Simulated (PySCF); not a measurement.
## Electron correlation in Cr⁺ (chromium, charge +1)

[Ar] 3d5, high-spin 6S determinant. All numbers are calculated (PySCF 2.14, the non-relativistic Hamiltonian (point nucleus), in aug-cc-pwCVTZ (10s9p7d4f3g, 127 functions)). Frozen: [Ne]; 13 electrons correlated.

MP2 pair energies summed by pair of shells (mhartree):

```json
{"pair": "3p-3d", "energy": "-204.61", "share (%)": "42.2"}
{"pair": "3p-3p", "energy": "-106.79", "share (%)": "22.0"}
{"pair": "3d-3d", "energy": "-81.76", "share (%)": "16.9"}
{"pair": "3s-3p", "energy": "-46.84", "share (%)": "9.7"}
{"pair": "3s-3d", "energy": "-38.15", "share (%)": "7.9"}
{"pair": "3s-3s", "energy": "-6.55", "share (%)": "1.4"}
```

Total MP2 correlation energy: -484.70 mhartree.

Same-spin part -180.30 and opposite-spin part -304.40 mhartree; SCS-MP2 scales them by 1/3 and 6/5 to -425.38 mhartree.
